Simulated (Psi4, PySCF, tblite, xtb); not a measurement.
Approach curve of the dimer CH3F ··· H3ClSi (SMILES CF and [SiH3]Cl). Monomers: optimised at B3LYP-D3(BJ) (def2-TZVP), held rigid. Orientation: lowest of the rigid-body minima from ten starts at GFN2-xTB. The monomers approach along the line of their centres of mass (distance R); nothing else relaxes.

Computed with: GFN1-xTB (xtb); RKS-B3LYP/6-31G* = PySCF with restricted B3LYP/6-31G*, spherical d, no counterpoise correction; GFN2-xTB (tblite); SAPT0/jun-cc-pVDZ, frozen core (Psi4).

Interaction energies in kJ/mol:

```tsv
R / Å	GFN1-xTB	RKS-B3LYP/6-31G*	GFN2-xTB
2.82	-11.71	13.53	7.38
3.06	-15.62	-5.34	-5.61
3.29	-13.13	-11.89	-9.13
3.46	-10.48	-13.21	-9.49
3.65	-7.84	-12.89	-8.88
3.83	-5.89	-11.69	-7.93
4.12	-3.80	-9.01	-6.38
4.47	-2.40	-5.81	-4.83
5.00	-1.35	-2.61	-3.19
5.69	-0.71	-1.10	-1.93
6.65	-0.33	-0.60	-1.07
7.94	-0.14	-0.34	-0.57
```

**Question.** Estimate the SAPT0/jun-cc-pVDZ values at these points.

**Answer.** 2.82: 19.41; 3.06: 0.53; 3.29: -6.16; 3.46: -7.68; 3.65: -7.78; 3.83: -7.18; 4.12: -5.83; 4.47: -4.36; 5.00: -2.81; 5.69: -1.70; 6.65: -0.96; 7.94: -0.52 (kJ/mol).
